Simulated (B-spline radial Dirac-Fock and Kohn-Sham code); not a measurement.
**Auger decay of the 2p3/2 hole in Co**

System: the free cobalt atom, [Ar] 3d7 4s2.

Method: independent-particle radiative and Coulomb Auger rates from relativistic LDA hole-state orbitals, with Dirac-Fock energies. Computed with a radial finite-basis atomic code. Kinetic energies are configuration averages from the vacuum level; the two-hole energies are estimated from single-hole states.

| transition | kinetic energy (eV) | width (meV) | share (%) |
| --- | --- | --- | --- |
| L3-M1M1 | 535.9 | 2.31 | 0.5 |
| L3-M1M2 | 581.5 | 1.59 | 0.3 |
| L3-M1M3 | 583.4 | 44.8 | 9.3 |
| L3-M2M3 | 623.6 | 68.7 | 14.3 |
| L3-M3M3 | 624.9 | 101 | 21.0 |
| L3-M1M4 | 645.5 | 2.20 | 0.5 |
| L3-M1M5 | 645.7 | 3.17 | 0.7 |
| L3-M2M5 | 687.7 | 19.7 | 4.1 |
| L3-M2M4 | 688.5 | 2.06 | 0.4 |
| L3-M3M4 | 689.4 | 47.9 | 10.0 |
| L3-M3M5 | 690.2 | 71.3 | 14.9 |
| L3-M3N1 | 702.1 | 3.87 | 0.8 |
| L3-M4M4 | 752.8 | 3.14 | 0.7 |
| L3-M4M5 | 753.0 | 63.8 | 13.3 |
| L3-M5M5 | 753.2 | 43.1 | 9.0 |

The listed channels hold 100 % of the non-radiative rate. Summed by principal shells, of 0.480 eV in all: LMM 99.0 %, LMN 1.0 %.
